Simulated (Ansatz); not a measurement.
Basis-set extrapolation for `C[S][Mg][O][SiH3]` (PBE0-D4/def2-TZVP geometry, frozen core, the Gaussian-basis code of Ansatz). Multiplicity 1, RHF reference. For Mg the program correlates outer-core shells too, which these sets cover unevenly, so the extrapolated numbers aren't a true limit.

```json
{"": "HF", "def2-TZVPP": "-1002.504897", "def2-QZVPP": "-1002.541129"}
{"": "MP2 correlation", "def2-TZVPP": "-0.911774", "def2-QZVPP": "-1.009613"}
{"": "CCSD(T) correlation", "def2-TZVPP": "-0.997472", "def2-QZVPP": "not run"}
```

Energies in hartree. Use E(X) = E(∞) + A·exp(−7.88·√X) for Hartree–Fock and E(X) = E(∞) + B·X^(−2.97) for correlation, with X = 3 and 4, and add CCSD(T) minus MP2 of the smaller set to the MP2 limit.

Question: What is the CCSD(T) energy at the basis-set limit?

Answer: HF limit: -1002.541129 + (-0.036232) × 0.13774 = -1002.54612. MP2 limit: -1.009613 + (-0.097839) × 0.74074 = -1.08209. Higher-order term: -0.997472 − (-0.911774) = -0.08570. Total: -1003.71391 hartree, 555.4 kJ/mol below CCSD(T)/def2-TZVPP.
